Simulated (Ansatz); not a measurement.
Born–Oppenheimer molecular dynamics of CH8FNOSi2 (14 atoms, charge 0, multiplicity 1). It starts from a relaxed structure.

Method: RKS r2SCAN-D4/STO-3G in Ansatz.

```
ensemble        : NVT, Nosé–Hoover chain
time step       : 0.5 fs
steps asked     : 136
set temperature : 500 K
thermostat      : time constant 100 fs, chain length 5
seed            : 154252
```

First frame:

```xyz
14
Properties=species:S:1:pos:R:3
O -0.219 2.223 -0.153
Si -1.371 1.210 0.555
F -1.155 1.096 2.178
C -0.976 -0.461 -0.296
N 0.433 -0.238 -0.851
Si 1.724 -0.954 0.167
H 0.335 1.466 -0.622
H -2.745 1.647 0.338
H -1.657 -0.630 -1.145
H -1.043 -1.350 0.357
H 0.469 -0.662 -1.812
H 1.547 -2.383 0.351
H 2.988 -0.700 -0.489
H 1.655 -0.295 1.451
```

Question: How far do the bonds stretch over the last three quarters of this one trajectory? (Pairs bonded in most of those frames.)

Answer: 
| bond | mean (Å) | spread (Å) | shortest | longest |
| --- | --- | --- | --- | --- |
| O1–Si2 | 1.698 | 0.020 | 1.67 | 1.73 |
| O1–H7 | 1.035 | 0.038 | 0.98 | 1.10 |
| Si2–F3 | 1.646 | 0.023 | 1.61 | 1.68 |
| Si2–C4 | 1.927 | 0.031 | 1.88 | 1.97 |
| Si2–H8 | 1.459 | 0.017 | 1.43 | 1.48 |
| C4–N5 | 1.530 | 0.055 | 1.46 | 1.62 |
| C4–H9 | 1.105 | 0.019 | 1.08 | 1.13 |
| C4–H10 | 1.111 | 0.026 | 1.07 | 1.15 |
| N5–Si6 | 1.797 | 0.014 | 1.78 | 1.83 |
| N5–H11 | 1.057 | 0.036 | 1.00 | 1.11 |
| Si6–H12 | 1.454 | 0.023 | 1.42 | 1.49 |
| Si6–H13 | 1.448 | 0.013 | 1.43 | 1.47 |
| Si6–H14 | 1.449 | 0.032 | 1.40 | 1.49 |

Mean temperature of the second half: 229 K. The conserved energy stayed within 0.33 meV per atom of its start (net change 0.27 meV per atom), so the integration is sound. The mean temperature of the second half is 54 % below the set value. A run of 0.068 ps of so small a system gives no equilibrium averages. Limits of this set-up: minimal basis.

The run took 8.9 min on 1 thread of Arm Neoverse V2 (shared host), peak memory 0.1 GiB.
